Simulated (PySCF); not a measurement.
Isomers of C8H18O, one GFN2-xTB conformer each. Single-point energies are computed at PBE0/pcSseg-1 (PySCF, gas phase, no added dispersion term), electronic only.

Task: Rank them by PBE0/pcSseg-1 energy, lowest first (kJ/mol).
A. `[CH3:1][CH2:2][CH2:3][C@:4]([CH3:5])([CH2:6][CH3:7])[O:8][CH3:9]` with C1–C2–C3–C4 170°, C2–C3–C4–C5 -176°, C3–C4–C6–C7 173°, C3–C4–O8–C9 -68°
B. `[CH3:1][CH2:2][CH2:3][C@@H:4]([CH3:5])[O:6][CH:7]([CH3:8])[CH3:9]` with C1–C2–C3–C4 180°, C2–C3–C4–C5 174°, C3–C4–O6–C7 152°, C4–O6–C7–C8 -85°
C. `[CH3:1][CH2:2][C@@H:3]([CH3:4])[O:5][C@@H:6]([CH3:7])[CH2:8][CH3:9]` with C1–C2–C3–C4 172°, C2–C3–O5–C6 152°, C3–O5–C6–C7 151°, O5–C6–C8–C9 172° (s-Bu2O)
D. `[CH3:1][CH2:2][CH:3]([CH2:4][CH3:5])[O:6][CH:7]([CH3:8])[CH3:9]` with C1–C2–C3–C4 60°, C2–C3–C4–C5 168°, C2–C3–O6–C7 -85°, C3–O6–C7–C8 -85°
E. `[CH3:1][CH:2]([CH3:3])[CH2:4][C:5]([CH3:6])([CH3:7])[CH2:8][OH:9]` with C1–C2–C4–C5 133°, C2–C4–C5–C6 179°, C4–C5–C8–O9 176°, C5–C8–O9–H 61°

Result: B (0.0), C (2.6), D (3.2), E (7.6), A (26.9).

Neighbours under 10 kJ/mol apart (CCC[C@@H](C)OC(C)C and CC[C@@H](C)O[C@@H](C)CC; CC[C@@H](C)O[C@@H](C)CC and CCC(CC)OC(C)C; CCC(CC)OC(C)C and CC(C)CC(C)(C)CO) can change places with a better method, another conformer or zero-point energy. GFN2-xTB itself gives, in the same order: 0.0, 2.5, 3.3, 5.8, 13.8. Both levels put the same isomer lowest; measured from each level's own lowest isomer, the values differ by up to 13.1 kJ/mol (CCC[C@](C)(CC)OC: 13.8 against 26.9).

Task: Which frontier levels, dipoles and rotational constants go with these structures?

Result: 
| SMILES | HOMO (eV, PBE0/pcSseg-1) | LUMO (eV) | dipole (D) | A, B, C (MHz) |
| --- | --- | --- | --- | --- |
| CCC[C@@H](C)OC(C)C | -7.11 | 1.45 | 1.19 | 2133, 886.0, 716.3 |
| CC[C@@H](C)O[C@@H](C)CC | -7.06 | 1.46 | 1.16 | 2111, 930.7, 780.7 |
| CCC(CC)OC(C)C | -7.12 | 1.38 | 1.14 | 1745, 1190, 824.9 |
| CC(C)CC(C)(C)CO | -7.57 | 1.17 | 1.69 | 2373, 947.5, 839.5 |
| CCC[C@](C)(CC)OC | -7.17 | 1.36 | 1.10 | 2038, 1047, 885.7 |

Task: As an exercise, what shares would exp(−E/RT) give at 2000 K from these electronic energies alone (no entropy, no degeneracies)?

Result: RT = 16.629 kJ/mol: CCC[C@@H](C)OC(C)C 28.5 %, CC[C@@H](C)O[C@@H](C)CC 24.4 %, CCC(CC)OC(C)C 23.5 %, CC(C)CC(C)(C)CO 18.0 %, CCC[C@](C)(CC)OC 5.7 %.
